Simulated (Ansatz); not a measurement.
Coupled-cluster run, `FCO[SiH2]F`.

```yaml
crystal:
  periodic: [false, false, false]
  atoms:
    - {symbol: F, position_ang: [-1.150829, -0.549152, 1.462965]}
    - {symbol: C, position_ang: [-1.155234, 0.476091, 0.547440]}
    - {symbol: O, position_ang: [-0.464564, 0.112436, -0.585567]}
    - {symbol: Si, position_ang: [1.072622, -0.448718, -0.676415]}
    - {symbol: F, position_ang: [2.054051, 0.586820, 0.038058]}
    - {symbol: H, position_ang: [-2.193104, 0.672657, 0.270681]}
    - {symbol: H, position_ang: [-0.697372, 1.344168, 1.032852]}
    - {symbol: H, position_ang: [1.236360, -1.745454, 0.008766]}
    - {symbol: H, position_ang: [1.386471, -0.495248, -2.115778]}
basis:
  gaussian: {orbitals: def2-SVP}
correlation: {method: ccsd_t}
```

```sh
$ ansatz run in.yaml --threads 4 --pin off --events-out ev --progress --plain
```

Log, shortened:

```
Functional definition: HF
900 factors; integrals over basis functions are off by at most 1.4e-3 eV
mean field evaluation 1: about -16395.2143 eV, gradient 3.9e1 eV
mean field evaluation 2: about -16395.2774 eV, gradient 3.9e1 eV
mean field evaluation 4: about -16398.2390 eV, gradient 2.9e0 eV
mean field evaluation 8: about -16398.2685 eV, gradient 1.7e-1 eV
mean field evaluation 16: about -16398.1884 eV, gradient 4.7e-1 eV
mean field -16398.26854086 eV, -602.6252537310 hartree, gradient 5.4e-6 eV, S^2 0.000000; 0 other end points of the search recorded, 0 dependent functions left out
9 core orbitals not correlated: weight in the atoms' cores, before any rotation towards them, 1.000 or more for the frozen orbitals, at most 0.000 for the correlated occupied ones
reference -16398.26854086 eV, -602.6252537310 hartree; 16, 16 occupied and 69, 69 virtual orbitals, 900 factors
second order -21.25729357 eV of doubles, -0.00000000 eV of singles
cycle   1  -21.58207157 eV  change   -3.2e-1 eV  update   1.0e-1
cycle   2  -22.07632535 eV  change   -4.9e-1 eV  update   2.7e-2
cycle   3  -22.20069193 eV  change   -1.2e-1 eV  update   1.4e-2
cycle   4  -22.19327059 eV  change    7.4e-3 eV  update   2.7e-3
cycle   5  -22.19222771 eV  change    1.0e-3 eV  update   1.1e-3
cycle   6  -22.19268418 eV  change   -4.6e-4 eV  update   3.1e-4
cycle   7  -22.19250172 eV  change    1.8e-4 eV  update   9.6e-5
cycle   8  -22.19243028 eV  change    7.1e-5 eV  update   3.1e-5
cycle   9  -22.19243923 eV  change   -9.0e-6 eV  update   1.1e-5
perturbative correction -0.42821602 eV, -0.0157366486 hartree
Total energy: -16420.88919612 eV, -603.4565474788 hartree
```

It took 3.3 s on 4 threads of a server CPU on a shared host, with 0.37 GiB of host memory at the peak.

The correlation energy is -22.621 eV, 1.9 % of it from (T); the T1 diagnostic reads 0.0115.
